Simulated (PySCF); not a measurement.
**Field gradients at the hydrogen positions**

C8H11F3.
Cartesian coordinates in Å at the GFN2-xTB level; atoms count from 1:
```
atom  x, y, z in Å
F1     2.469    0.924    1.523
C2     2.726    0.008    0.578
F3     3.949    0.298    0.097
F4     2.843   -1.169    1.213
C5     1.684   -0.020   -0.521
C6     0.314   -0.399    0.027
C7    -0.525    0.716    0.688
C8    -1.738   -0.086    1.166
C9    -1.991   -0.927   -0.109
C10   -0.855   -0.385   -0.980
C11   -0.977    1.125   -0.723
H12    1.686    0.964   -0.991
H13    2.013   -0.760   -1.254
H14    0.413   -1.318    0.608
H15   -0.088    1.425    1.385
H16   -1.507   -0.703    2.034
H17   -2.579    0.559    1.415
H18   -1.898   -1.997    0.070
H19   -2.968   -0.735   -0.549
H20   -0.750   -0.795   -1.981
H21   -0.263    1.734   -1.268
H22   -1.969    1.560   -0.814
```

Level: PBE0/pcSseg-1 (PySCF, non-relativistic); Q(2H) = 0.00286 b; rigid geometry, the same for H and D, with no vibrational averaging.

Task: Rank these positions by the coupling χzz of a deuteron there, largest first.
A. H21 (methylene hydrogen)
B. H13 (methylene hydrogen)
C. H16 (methylene hydrogen)

Result: A (216 kHz), C (209 kHz), B (200 kHz).

Task: Tabulate Vzz, the asymmetry η and χzz = 234.96 MHz × Q × Vzz for every hydrogen position.

Result: 
```json
{"atom": "H12", "bonded to": "C5", "bond length (Å)": "1.090", "Vzz (au)": "0.3025", "η": "0.04", "χzz (kHz)": "203"}
{"atom": "H13", "bonded to": "C5", "bond length (Å)": "1.093", "Vzz (au)": "0.2980", "η": "0.04", "χzz (kHz)": "200"}
{"atom": "H14", "bonded to": "C6", "bond length (Å)": "1.093", "Vzz (au)": "0.2972", "η": "0.06", "χzz (kHz)": "200"}
{"atom": "H15", "bonded to": "C7", "bond length (Å)": "1.085", "Vzz (au)": "0.3181", "η": "0.00", "χzz (kHz)": "214"}
{"atom": "H16", "bonded to": "C8", "bond length (Å)": "1.089", "Vzz (au)": "0.3108", "η": "0.01", "χzz (kHz)": "209"}
{"atom": "H17", "bonded to": "C8", "bond length (Å)": "1.089", "Vzz (au)": "0.3116", "η": "0.00", "χzz (kHz)": "209"}
{"atom": "H18", "bonded to": "C9", "bond length (Å)": "1.089", "Vzz (au)": "0.3110", "η": "0.01", "χzz (kHz)": "209"}
{"atom": "H19", "bonded to": "C9", "bond length (Å)": "1.089", "Vzz (au)": "0.3115", "η": "0.01", "χzz (kHz)": "209"}
{"atom": "H20", "bonded to": "C10", "bond length (Å)": "1.086", "Vzz (au)": "0.3190", "η": "0.01", "χzz (kHz)": "214"}
{"atom": "H21", "bonded to": "C11", "bond length (Å)": "1.085", "Vzz (au)": "0.3210", "η": "0.05", "χzz (kHz)": "216"}
{"atom": "H22", "bonded to": "C11", "bond length (Å)": "1.088", "Vzz (au)": "0.3147", "η": "0.03", "χzz (kHz)": "211"}
```

Isolated species at its GFN2-xTB geometry (one conformer only). GFN2-xTB bond lengths can be off by several hundredths of an ångström, more for odd bonds, and the gradients follow them. A larger basis could move these couplings by a tenth or more.
